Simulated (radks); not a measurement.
The numbers below are computed, except where a source is named.
Question: Radial electron density D(r) = 4 pi r^2 rho(r) of an atom or ion with 31 electrons. Level of theory: scalar-relativistic Kohn-Sham, r2SCAN, spin-unpolarised, spherical densities, finite nucleus; meta-GGA in the generalised Kohn-Sham scheme; Fermi nuclear charge, rms radius of each element as measured or else 0.836 A^(1/3) + 0.57 fm (a radial shooting solver on a logarithmic mesh with Libxc functionals).

r (bohr),D(r) (e/bohr)
0.004086,4.950
0.00545,7.883
0.007269,12.17
0.009695,18.04
0.01303,25.54
0.01739,33.32
0.02319,39.62
0.03093,42.08
0.04158,39.57
0.05546,35.18
0.07397,35.13
0.09865,42.38
0.1316,49.47
0.1769,44.52
0.2359,31.12
0.3147,26.40
0.4197,32.00
0.5643,30.24
0.7527,17.96
1.004,7.524
1.339,3.549
1.786,2.102
2.401,0.8575
3.202,0.2055
4.271,0.03422
5.697,0.003787
7.659,0.0001476

What is the nuclear charge?

Answer: Z = 34. The innermost maximum, from 1s, lies near gamma/Z bohr with gamma = sqrt(1 - (Z/c)^2) = 0.969, here 0.0285 bohr (found: 0.0309), and its height grows with Z. The density is that of the selenium ion Se3+ in [Ar] 3d10 4s2 4p0.75 4d0.25; the configuration itself is not fixed sharply by these data, and Z only to about a unit. D(r) has 3 maxima, at r = 0.0309, 0.139, 0.469 bohr, and minima at 0.0646, 0.298 bohr, inside which lie 2.08, 10.99 electrons.
